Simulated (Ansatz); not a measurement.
Consider the ligand exchange at a Ga–C bond: `[CH3][GaH][SH]` + H–F → `[F][GaH][SH]` + CH₄.

Calculated with Ansatz (gas phase, PBE0-D4/def2-TZVP geometries, no zero-point term in ΔE). CBS: MP2 limit from def2 TZ/QZ plus the TZ coupled-cluster correction, frozen cores. This one scheme is used for every species. DFT in def2-TZVPP. B3LYP here is the variant with VWN-RPA as its local correlation; programs differ in this. HSE06 is defined as in plane-wave codes. For Ga outer-core shells are correlated without core-valence functions, which leaves a few kJ/mol of doubt a bond. Scalar relativity is left out up to krypton. One conformer a species, not always the lowest.

```csv
level,ΔE (kJ/mol),difference from CCSD(T)/CBS
PBE-D4,-102.7,-6.4
r2SCAN-D4,-112.7,-16.4
B3LYP-D4,-110.9,-14.6
r2SCAN0-D4,-107.7,-11.4
CAM-B3LYP-D4,-114.2,-17.9
ωB97X-V,-111.5,-15.2
r2SCANh,-111.6,-15.3
HSE06,-103.0,-6.7
CCSD/def2-SVP,-127.4,-31.1
CCSD(T)/def2-SVP,-126.4,-30.1
SCS-MP2/def2-TZVPP,-107.6,-11.3
HF/def2-QZVPP,-127.1,-30.8
SCS-MP2/def2-QZVPP,-105.4,-9.1
HF/CBS(def2),-127.4,-31.1
MP2/CBS(def2),-94.7,1.6
CCSD/CBS(def2),-98.0,-1.7
CCSD(T)/CBS,-96.3,0
```

Largest T1 diagnostic among the species: 0.014.

Leaving LDA and LC-ωPBE aside and taking each functional with its dispersion term where it has one, the values, not all of them listed here, spread over 19.4 kJ/mol, from B97M-V to HSE06-D4. LDA lies +9.5 kJ/mol from PBE without D4. In def2-TZVPP, CCSD(T) changes the Hartree–Fock value by +23.3 kJ/mol (the triples alone add +1.7 kJ/mol) and MP2 by +25.0 kJ/mol. From r2SCAN to r2SCAN0 (25 % exact exchange), in def2-TZVPP and without D4, ΔE moves by +4.8 kJ/mol.
